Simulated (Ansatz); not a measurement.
C₄H₉Br (`CCCCBr`). The species carries charge 0 and has multiplicity 1. Correlated methods include outer-core shells of Br, which these sets cover unevenly. Scalar relativity is left out up to krypton.

Cartesian coordinates in Å:
```
C -1.4750 -1.2461 0.3656
C -0.1646 -0.5035 0.5572
C 0.0760 0.5380 -0.5216
C 1.3518 1.3272 -0.3607
Br 2.9478 0.2221 -0.5775
H -2.3273 -0.5608 0.3823
H -1.4929 -1.7710 -0.5935
H -1.6305 -1.9881 1.1515
H 0.6680 -1.2131 0.5620
H -0.1552 -0.0129 1.5376
H 0.0612 0.0668 -1.5097
H -0.7477 1.2650 -0.5138
H 1.4404 1.7675 0.6319
H 1.4479 2.1088 -1.1113
```

Question: Give the diagnostics of a CCSD(T)/def2-TZVPP run (frozen core, the Gaussian-basis code of Ansatz). (An estimate is asked.)

Answer: Ansatz gave: T1 = 0.0080, largest single amplitude 0.006, largest double 0.019, (T) share of the correlation energy 3.7 %, 8 CCSD cycles. The RHF solution is stable towards an unrestricted one. T1 lies under the customary mark of 0.02 for closed shells.
